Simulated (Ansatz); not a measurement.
C₂HCl₃, charge -1, doublet, at a GFN2-xTB geometry (a state made from the parent by changing its charge; the spin is typed, not shown lowest) (a gas-phase anion, which may not be bound at this level); Ansatz (a program for electronic structure) with BLYP/def2-TZVP.

Here is a job for Ansatz.
Ansatz 0.2 input:
```yaml
crystal:
  periodic: [false, false, false]
  atoms:
    - {symbol: Cl, position_ang: [2.22611663, 0.55357703, 0.15462765]}
    - {symbol: C, position_ang: [0.96945753, -0.61913108, -0.06209815]}
    - {symbol: C, position_ang: [-0.26929125, -0.35778945, 0.36819423]}
    - {symbol: Cl, position_ang: [-1.12701225, 1.49269630, -0.33717137]}
    - {symbol: Cl, position_ang: [-1.42499971, -1.61107533, 0.10439553]}
    - {symbol: H, position_ang: [1.33922314, -1.53684296, -0.50805756]}
basis:
  gaussian:
    orbitals: def2-TZVP
hamiltonian:
  xc: blyp
total_charge: -1
magnetization: {spin_polarized: true, initial_magnetization: 1}
```

It wrote (shortened):

```
Functional definition: BLYP
1172 factors; their error is unknown
mean field evaluation 1: about -39653.0240 eV, gradient 3.4e1 eV
mean field evaluation 2: about -39635.2327 eV, gradient 6.5e1 eV
mean field evaluation 4: about -39658.3152 eV, gradient 5.2e0 eV
mean field evaluation 8: about -39658.4557 eV, gradient 9.8e-2 eV
mean field evaluation 16: about -39658.4409 eV, gradient 3.6e-4 eV
mean field -39658.44093101 eV, -1457.4208227579 hartree, gradient 2.0e-5 eV, S^2 0.752419; 0 other end points of the search recorded, 0 dependent functions left out
reference -39658.44126916 eV, -1457.4208351847 hartree; 33, 32 occupied and 146, 147 virtual orbitals, 1172 factors
Total energy: -39658.44126916 eV, -1457.4208351847 hartree
```
